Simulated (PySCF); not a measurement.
## [Pm(H2O)4]3+ at several levels of theory

Computed with PySCF 2.14.0 (density fitting, no spin-orbit coupling) at the geometry relaxed with PBE0:

```xyz
13
[Pm(H2O)4]3+ (singlet in the valence; each metal's 4f electrons, 4 of them, lie in its core potential, out of spins and levels)
Pm    0.0000    0.0000    0.0000
O     1.4073    1.3652    1.3020
H     2.2083    1.1059    1.8102
H     1.3435    2.3336    1.4611
O    -1.4074   -1.3020    1.3652
H    -1.3435   -1.4612    2.3336
H    -2.2083   -1.8102    1.1060
O     1.4073   -1.3652   -1.3020
H     1.3435   -2.3336   -1.4611
H     2.2083   -1.1059   -1.8102
O    -1.4074    1.3020   -1.3652
H    -2.2083    1.8102   -1.1060
H    -1.3435    1.4612   -2.3336
```

```csv
level,basis,state,HOMO (eV),gap (eV),charge on Pm1 (e),population of f-type functions on Pm1 (polarisation alone where 4f lies in the core),dipole about the centre of mass (D),largest force component (eV/Å)
PBE0,"Pm lcecp-1-SVP with ECP50, O def2-SVP, H def2-SVP",singlet,-24.06,8.83,1.81,0.06,0.00,0.00
CAM-B3LYP,the same,singlet,-25.56,11.50,1.78,0.06,0.00,0.13
PBE0,"Pm lcecp-1-TZVP with ECP50, O def2-TZVP, H def2-TZVP",singlet,-24.08,8.92,2.12,0.08,0.00,0.24
```

In the lcecp rows the 4f levels are missing from HOMO and gap, and the state counts the valence alone.

Charges are Mulliken's, which hang on the basis. The relaxation used the grid (50, 194), these runs (75, 302) or, all-electron (x2c bases, spin-free X2C Hamiltonian), (99, 590).

Question: What does revPBE with Pm lcecp-1-SVP with ECP50, O def2-SVP, H def2-SVP give here?

Answer: state singlet, HOMO (eV) -22.12, gap (eV) 6.10, charge on Pm1 (e) 1.67, population of f-type functions on Pm1 (polarisation alone where 4f lies in the core) 0.06, dipole about the centre of mass (D) 0.00, largest force component (eV/Å) 0.46. Time: 7.9 s on 2 threads of Arm Neoverse V2, on a shared host, from an already converged density.

In the first row's basis the gap widens with exact exchange: 6.1 eV for revPBE (none); 8.8 eV for PBE0 (a fixed share); 11.5 eV for CAM-B3LYP (rising or full at long range).

An lcecp potential fixes the number of 4f electrons, so in runs with it no electron can move into or out of that shell.
